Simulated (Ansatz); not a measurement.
A short molecular-dynamics run on Zn₂Se (the lowest singlet isomer of a short search).

```yaml
crystal:
  periodic: [false, false, false]
  atoms:
    - {symbol: Zn, position_ang: [-2.204207, 0.787765, -0.118144]}
    - {symbol: Zn, position_ang: [2.209100, -0.773966, 0.118063]}
    - {symbol: Se, position_ang: [-0.004883, -0.013800, 0.000091]}
basis:
  gaussian: {orbitals: "6-31G*"}
hamiltonian: {xc: {name: revPBE}, dispersion: d4}
md: {timestep: 2 fs, n_steps: 15, ensemble: nvt_nose_hoover, temperature: 1000, initial_velocities: maxwell_boltzmann, seed: 632}
scf: {omitted_lower_state_checks: [starts]}
```

```sh
$ ansatz run in.yaml --threads 4 --pin off --events-out ev --progress --plain --max-ram 3916MiB
```

| step | time (fs) | potential energy (eV) | kinetic (eV) | T (K) | conserved (eV) |
| --- | --- | --- | --- | --- | --- |
| 0 | 0.0 | -162151.2189 | 0.1293 | 1000 | -162151.0896 |
| 1 | 2.0 | -162151.2170 | 0.1274 | 986 | -162151.0896 |
| 2 | 4.0 | -162151.2146 | 0.1250 | 967 | -162151.0896 |
| 3 | 6.0 | -162151.2117 | 0.1221 | 944 | -162151.0896 |
| 4 | 8.0 | -162151.2082 | 0.1187 | 918 | -162151.0896 |
| 5 | 10.0 | -162151.2044 | 0.1148 | 888 | -162151.0896 |
| 6 | 12.0 | -162151.2001 | 0.1106 | 856 | -162151.0896 |
| 7 | 14.0 | -162151.1956 | 0.1061 | 821 | -162151.0896 |
| 8 | 16.0 | -162151.1908 | 0.1014 | 784 | -162151.0896 |
| 9 | 18.0 | -162151.1858 | 0.0965 | 746 | -162151.0896 |
| 10 | 20.0 | -162151.1807 | 0.0915 | 708 | -162151.0896 |
| 11 | 22.0 | -162151.1756 | 0.0865 | 669 | -162151.0896 |
| 12 | 24.0 | -162151.1706 | 0.0816 | 631 | -162151.0895 |
| 13 | 26.0 | -162151.1658 | 0.0769 | 595 | -162151.0895 |
| 14 | 28.0 | -162151.1613 | 0.0726 | 562 | -162151.0895 |
| 15 | 30.0 | -162151.1573 | 0.0687 | 532 | -162151.0895 |

Velocities are drawn at the set temperature; a run this short doesn't reach equilibrium.

The 6-31G sets use Cartesian d functions.

Frames (Å, forces in eV/Å):

```xyz
3
time=0.0 fs
Zn   -2.204    0.788   -0.118    0.419   -0.155    0.023
Zn    2.209   -0.774    0.118   -0.423    0.143   -0.022
Se   -0.005   -0.014    0.000    0.004    0.012    0.000
3
time=2.0 fs
Zn   -2.208    0.793   -0.118    0.462   -0.174    0.025
Zn    2.208   -0.770    0.118   -0.396    0.131   -0.021
Se   -0.001   -0.022    0.000   -0.065    0.043   -0.004
3
time=4.0 fs
Zn   -2.211    0.798   -0.119    0.499   -0.191    0.027
Zn    2.207   -0.766    0.118   -0.366    0.118   -0.019
Se    0.003   -0.029    0.001   -0.133    0.074   -0.008
3
time=6.0 fs
Zn   -2.215    0.803   -0.119    0.531   -0.207    0.029
Zn    2.205   -0.761    0.118   -0.332    0.103   -0.017
Se    0.007   -0.037    0.001   -0.200    0.103   -0.011
3
time=8.0 fs
Zn   -2.217    0.808   -0.119    0.559   -0.221    0.030
Zn    2.203   -0.757    0.117   -0.294    0.088   -0.015
Se    0.011   -0.045    0.001   -0.266    0.132   -0.015
3
time=10.0 fs
Zn   -2.220    0.813   -0.119    0.583   -0.233    0.032
Zn    2.202   -0.752    0.117   -0.252    0.073   -0.013
Se    0.014   -0.052    0.002   -0.331    0.161   -0.019
3
time=12.0 fs
Zn   -2.222    0.817   -0.120    0.602   -0.245    0.033
Zn    2.199   -0.748    0.117   -0.206    0.056   -0.011
Se    0.018   -0.060    0.002   -0.396    0.189   -0.022
3
time=14.0 fs
Zn   -2.224    0.822   -0.120    0.618   -0.255    0.034
Zn    2.197   -0.743    0.117   -0.158    0.039   -0.008
Se    0.021   -0.067    0.002   -0.460    0.216   -0.026
3
time=16.0 fs
Zn   -2.225    0.826   -0.120    0.631   -0.263    0.035
Zn    2.195   -0.739    0.117   -0.107    0.021   -0.005
Se    0.024   -0.074    0.003   -0.524    0.242   -0.029
3
time=18.0 fs
Zn   -2.227    0.830   -0.120    0.640   -0.271    0.035
Zn    2.193   -0.734    0.116   -0.053    0.003   -0.003
Se    0.027   -0.082    0.003   -0.587    0.268   -0.033
3
time=20.0 fs
Zn   -2.227    0.834   -0.120    0.648   -0.278    0.036
Zn    2.190   -0.730    0.116    0.001   -0.014    0.000
Se    0.030   -0.089    0.003   -0.649    0.292   -0.036
3
time=22.0 fs
Zn   -2.228    0.838   -0.120    0.653   -0.284    0.036
Zn    2.188   -0.725    0.116    0.057   -0.031    0.003
Se    0.032   -0.096    0.004   -0.710    0.315   -0.039
3
time=24.0 fs
Zn   -2.228    0.842   -0.120    0.656   -0.289    0.036
Zn    2.186   -0.721    0.116    0.112   -0.048    0.006
Se    0.034   -0.102    0.004   -0.768    0.337   -0.043
3
time=26.0 fs
Zn   -2.227    0.845   -0.120    0.658   -0.294    0.037
Zn    2.183   -0.716    0.116    0.166   -0.064    0.009
Se    0.035   -0.109    0.004   -0.824    0.358   -0.046
3
time=28.0 fs
Zn   -2.226    0.848   -0.121    0.657   -0.297    0.037
Zn    2.181   -0.712    0.115    0.218   -0.079    0.012
Se    0.036   -0.116    0.004   -0.875    0.376   -0.048
3
time=30.0 fs
Zn   -2.225    0.851   -0.121    0.656   -0.301    0.037
Zn    2.179   -0.707    0.115    0.267   -0.092    0.014
Se    0.037   -0.122    0.004   -0.923    0.393   -0.051
```

Run time 10 s (4 threads of INTEL XEON PLATINUM 8581C on a shared host).
